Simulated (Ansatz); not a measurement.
Ansatz (a first-principles code) input (B3LYP-D3(BJ)/def2-TZVP):

Ansatz 0.2 input:
```yaml
crystal:
  periodic: [false, false, false]
  atoms:
    - {symbol: Si, position_ang: [0.02140107, 1.02022011, 0.84664514]}
    - {symbol: H, position_ang: [-0.40794717, 1.93007904, -0.32552620]}
    - {symbol: Si, position_ang: [0.00549076, -0.85528764, -0.60906971]}
    - {symbol: H, position_ang: [0.94334175, -0.85267924, -1.79613590]}
    - {symbol: H, position_ang: [-1.29793525, -1.23844494, -1.27462855]}
    - {symbol: H, position_ang: [0.38605502, -2.14800945, 0.07023460]}
basis:
  gaussian:
    orbitals: def2-TZVP
hamiltonian:
  xc: b3lyp
  dispersion: d3bj
total_charge: -1
magnetization: {spin_polarized: true, initial_magnetization: 1}
phonons: {temperatures: {t_min: 298.15, t_max: 298.15, t_step: 100}}
```

Output:

```
Functional definition: B3LYP
integrals: 0.02 GiB planned
698 factors; their error is unknown
mean field: 0.34 GiB planned
mean field evaluation 1: about -15820.9283 eV, gradient 8.0e0 eV
mean field evaluation 2: about -15821.1713 eV, gradient 5.5e0 eV
mean field evaluation 4: about -15821.3954 eV, gradient 2.8e-1 eV
mean field evaluation 8: about -15821.4466 eV, gradient 7.1e-2 eV
mean field evaluation 16: about -15821.4466 eV, gradient 4.3e-5 eV
mean field -15821.44661786 eV, -581.4274390447 hartree, gradient 4.3e-5 eV, S^2 0.755053; 0 other end points of the search recorded, 0 dependent functions left out
the calculation of the forces begins
reference -15821.44686475 eV, -581.4274481177 hartree; 17, 16 occupied and 81, 82 virtual orbitals, 698 factors
these checks for a lower state are left out or cut short: stability, starts, cluster_reference, orbital_swaps, neighbouring_geometries, increment
integrals: 0.02 GiB planned
698 factors; their error is unknown
mean field: 0.34 GiB planned
mean field -15821.44661079 eV, -581.4274387850 hartree, gradient 2.7e-6 eV, S^2 0.755054; 0 other end points of the search recorded, 0 dependent functions left out
the calculation of the forces begins
reference -15821.44685767 eV, -581.4274478574 hartree; 17, 16 occupied and 81, 82 virtual orbitals, 698 factors
these checks for a lower state are left out or cut short: stability, starts, cluster_reference, orbital_swaps, neighbouring_geometries, increment
integrals: 0.02 GiB planned
698 factors; their error is unknown
mean field: 0.34 GiB planned
mean field -15821.44654369 eV, -581.4274363189 hartree, gradient 2.5e-6 eV, S^2 0.755052; 0 other end points of the search recorded, 0 dependent functions left out
the calculation of the forces begins
reference -15821.44679059 eV, -581.4274453926 hartree; 17, 16 occupied and 81, 82 virtual orbitals, 698 factors
these checks for a lower state are left out or cut short: stability, starts, cluster_reference, orbital_swaps, neighbouring_geometries, increment
integrals: 0.02 GiB planned
698 factors; their error is unknown
mean field: 0.34 GiB planned
mean field evaluation 32: about -15821.3963 eV, gradient 7.1e-2 eV
mean field -15821.44655652 eV, -581.4274367904 hartree, gradient 1.1e-6 eV, S^2 0.755052; 0 other end points of the search recorded, 0 dependent functions left out
the calculation of the forces begins
reference -15821.44680341 eV, -581.4274458635 hartree; 17, 16 occupied and 81, 82 virtual orbitals, 698 factors
these checks for a lower state are left out or cut short: stability, starts, cluster_reference, orbital_swaps, neighbouring_geometries, increment
integrals: 0.02 GiB planned
698 factors; their error is unknown
mean field: 0.34 GiB planned
mean field -15821.44664698 eV, -581.4274401149 hartree, gradient 1.4e-6 eV, S^2 0.755054; 0 other end points of the search recorded, 0 dependent functions left out
the calculation of the forces begins
reference -15821.44689387 eV, -581.4274491877 hartree; 17, 16 occupied and 81, 82 virtual orbitals, 698 factors
these checks for a lower state are left out or cut short: stability, starts, cluster_reference, orbital_swaps, neighbouring_geometries, increment
integrals: 0.02 GiB planned
698 factors; their error is unknown
mean field: 0.34 GiB planned
mean field -15821.44660305 eV, -581.4274385005 hartree, gradient 2.3e-6 eV, S^2 0.755053; 0 other end points of the search recorded, 0 dependent functions left out
the calculation of the forces begins
reference -15821.44684994 eV, -581.4274475735 hartree; 17, 16 occupied and 81, 82 virtual orbitals, 698 factors
these checks for a lower state are left out or cut short: stability, starts, cluster_reference, orbital_swaps, neighbouring_geometries, increment
integrals: 0.02 GiB planned
[...]
mean field evaluation 64: about -15821.3964 eV, gradient 6.5e-2 eV
mean field -15821.44662131 eV, -581.4274391714 hartree, gradient 1.9e-6 eV, S^2 0.755054; 0 other end points of the search recorded, 0 dependent functions left out
the calculation of the forces begins
reference -15821.44686823 eV, -581.4274482456 hartree; 17, 16 occupied and 81, 82 virtual orbitals, 698 factors
these checks for a lower state are left out or cut short: stability, starts, cluster_reference, orbital_swaps, neighbouring_geometries, increment
integrals: 0.02 GiB planned
698 factors; their error is unknown
mean field: 0.34 GiB planned
mean field -15821.44653617 eV, -581.4274360425 hartree, gradient 2.5e-6 eV, S^2 0.755052; 0 other end points of the search recorded, 0 dependent functions left out
the calculation of the forces begins
reference -15821.44678309 eV, -581.4274451167 hartree; 17, 16 occupied and 81, 82 virtual orbitals, 698 factors
these checks for a lower state are left out or cut short: stability, starts, cluster_reference, orbital_swaps, neighbouring_geometries, increment
integrals: 0.02 GiB planned
698 factors; their error is unknown
mean field: 0.34 GiB planned
mean field -15821.44655851 eV, -581.4274368637 hartree, gradient 2.7e-6 eV, S^2 0.755054; 0 other end points of the search recorded, 0 dependent functions left out
the calculation of the forces begins
reference -15821.44680537 eV, -581.4274459356 hartree; 17, 16 occupied and 81, 82 virtual orbitals, 698 factors
these checks for a lower state are left out or cut short: stability, starts, cluster_reference, orbital_swaps, neighbouring_geometries, increment
integrals: 0.02 GiB planned
698 factors; their error is unknown
mean field: 0.34 GiB planned
mean field -15821.44657151 eV, -581.4274373413 hartree, gradient 1.6e-6 eV, S^2 0.755054; 0 other end points of the search recorded, 0 dependent functions left out
the calculation of the forces begins
reference -15821.44681840 eV, -581.4274464146 hartree; 17, 16 occupied and 81, 82 virtual orbitals, 698 factors
these checks for a lower state are left out or cut short: stability, starts, cluster_reference, orbital_swaps, neighbouring_geometries, increment
integrals: 0.02 GiB planned
698 factors; their error is unknown
mean field: 0.34 GiB planned
mean field -15821.44653123 eV, -581.4274358610 hartree, gradient 1.6e-6 eV, S^2 0.755052; 0 other end points of the search recorded, 0 dependent functions left out
the calculation of the forces begins
reference -15821.44677811 eV, -581.4274449338 hartree; 17, 16 occupied and 81, 82 virtual orbitals, 698 factors
these checks for a lower state are left out or cut short: stability, starts, cluster_reference, orbital_swaps, neighbouring_geometries, increment
integrals: 0.02 GiB planned
698 factors; their error is unknown
mean field: 0.34 GiB planned
mean field evaluation 96: about -15821.3964 eV, gradient 6.7e-2 eV
mean field -15821.44660005 eV, -581.4274383902 hartree, gradient 1.6e-6 eV, S^2 0.755053; 0 other end points of the search recorded, 0 dependent functions left out
the calculation of the forces begins
reference -15821.44684695 eV, -581.4274474635 hartree; 17, 16 occupied and 81, 82 virtual orbitals, 698 factors
these checks for a lower state are left out or cut short: stability, starts, cluster_reference, orbital_swaps, neighbouring_geometries, increment
integrals: 0.02 GiB planned
698 factors; their error is unknown
mean field: 0.34 GiB planned
mean field -15821.44659204 eV, -581.4274380957 hartree, gradient 1.6e-6 eV, S^2 0.755053; 0 other end points of the search recorded, 0 dependent functions left out
the calculation of the forces begins
reference -15821.44683892 eV, -581.4274471684 hartree; 17, 16 occupied and 81, 82 virtual orbitals, 698 factors
these checks for a lower state are left out or cut short: stability, starts, cluster_reference, orbital_swaps, neighbouring_geometries, increment
integrals: 0.02 GiB planned
698 factors; their error is unknown
mean field: 0.34 GiB planned
mean field -15821.44659634 eV, -581.4274382539 hartree, gradient 2.1e-6 eV, S^2 0.755053; 0 other end points of the search recorded, 0 dependent functions left out
the calculation of the forces begins
reference -15821.44684323 eV, -581.4274473270 hartree; 17, 16 occupied and 81, 82 virtual orbitals, 698 factors
these checks for a lower state are left out or cut short: stability, starts, cluster_reference, orbital_swaps, neighbouring_geometries, increment
integrals: 0.02 GiB planned
698 factors; their error is unknown
mean field: 0.34 GiB planned
mean field -15821.44662867 eV, -581.4274394420 hartree, gradient 1.8e-6 eV, S^2 0.755053; 0 other end points of the search recorded, 0 dependent functions left out
the calculation of the forces begins
reference -15821.44687556 eV, -581.4274485150 hartree; 17, 16 occupied and 81, 82 virtual orbitals, 698 factors
these checks for a lower state are left out or cut short: stability, starts, cluster_reference, orbital_swaps, neighbouring_geometries, increment
integrals: 0.02 GiB planned
698 factors; their error is unknown
mean field: 0.34 GiB planned
mean field -15821.44657337 eV, -581.4274374097 hartree, gradient 2.0e-6 eV, S^2 0.755053; 0 other end points of the search recorded, 0 dependent functions left out
the calculation of the forces begins
reference -15821.44682026 eV, -581.4274464825 hartree; 17, 16 occupied and 81, 82 virtual orbitals, 698 factors
these checks for a lower state are left out or cut short: stability, starts, cluster_reference, orbital_swaps, neighbouring_geometries, increment
integrals: 0.02 GiB planned
698 factors; their error is unknown
mean field: 0.34 GiB planned
mean field evaluation 128: about -15821.4466 eV, gradient 1.2e-5 eV
mean field -15821.44660172 eV, -581.4274384515 hartree, gradient 2.1e-6 eV, S^2 0.755053; 0 other end points of the search recorded, 0 dependent functions left out
the calculation of the forces begins
reference -15821.44684861 eV, -581.4274475248 hartree; 17, 16 occupied and 81, 82 virtual orbitals, 698 factors
these checks for a lower state are left out or cut short: stability, starts, cluster_reference, orbital_swaps, neighbouring_geometries, increment
integrals: 0.02 GiB planned
698 factors; their error is unknown
mean field: 0.34 GiB planned
mean field -15821.44659270 eV, -581.4274381201 hartree, gradient 1.4e-6 eV, S^2 0.755053; 0 other end points of the search recorded, 0 dependent functions left out
the calculation of the forces begins
reference -15821.44683958 eV, -581.4274471929 hartree; 17, 16 occupied and 81, 82 virtual orbitals, 698 factors
these checks for a lower state are left out or cut short: stability, starts, cluster_reference, orbital_swaps, neighbouring_geometries, increment
integrals: 0.02 GiB planned
698 factors; their error is unknown
mean field: 0.34 GiB planned
mean field -15821.44660920 eV, -581.4274387266 hartree, gradient 1.4e-6 eV, S^2 0.755053; 0 other end points of the search recorded, 0 dependent functions left out
the calculation of the forces begins
reference -15821.44685610 eV, -581.4274477998 hartree; 17, 16 occupied and 81, 82 virtual orbitals, 698 factors
these checks for a lower state are left out or cut short: stability, starts, cluster_reference, orbital_swaps, neighbouring_geometries, increment
integrals: 0.02 GiB planned
698 factors; their error is unknown
mean field: 0.34 GiB planned
mean field -15821.44660969 eV, -581.4274387445 hartree, gradient 1.2e-6 eV, S^2 0.755054; 0 other end points of the search recorded, 0 dependent functions left out
the calculation of the forces begins
reference -15821.44685661 eV, -581.4274478184 hartree; 17, 16 occupied and 81, 82 virtual orbitals, 698 factors
these checks for a lower state are left out or cut short: stability, starts, cluster_reference, orbital_swaps, neighbouring_geometries, increment
integrals: 0.02 GiB planned
698 factors; their error is unknown
mean field: 0.34 GiB planned
mean field -15821.44658299 eV, -581.4274377633 hartree, gradient 1.1e-6 eV, S^2 0.755052; 0 other end points of the search recorded, 0 dependent functions left out
the calculation of the forces begins
reference -15821.44682986 eV, -581.4274468355 hartree; 17, 16 occupied and 81, 82 virtual orbitals, 698 factors
Total energy: -15821.65537453 eV, -581.4351107107 hartree
Atom 0 at     0.021401     1.020220     0.846645 Å, force     0.000041     0.000127     0.000272 eV/Å
Atom 1 at    -0.407947     1.930079    -0.325526 Å, force    -0.000039    -0.000040    -0.000199 eV/Å
Atom 2 at     0.005491    -0.855288    -0.609070 Å, force    -0.000093     0.000180    -0.000268 eV/Å
Atom 3 at     0.943342    -0.852679    -1.796136 Å, force     0.000133    -0.000043     0.000195 eV/Å
Atom 4 at    -1.297935    -1.238445    -1.274629 Å, force    -0.000015    -0.000069     0.000229 eV/Å
Atom 5 at     0.386055    -2.148009     0.070235 Å, force    -0.000027    -0.000155    -0.000229 eV/Å
Dipole moment:    -0.005229    -0.325960    -0.263590 e Å
Vibrations: 188.32 374.08 396.88 424.80 704.02 921.61 954.97 960.36 1889.02 2022.72 2040.89 2070.55 cm⁻¹, zero-point energy 0.802687 eV
```
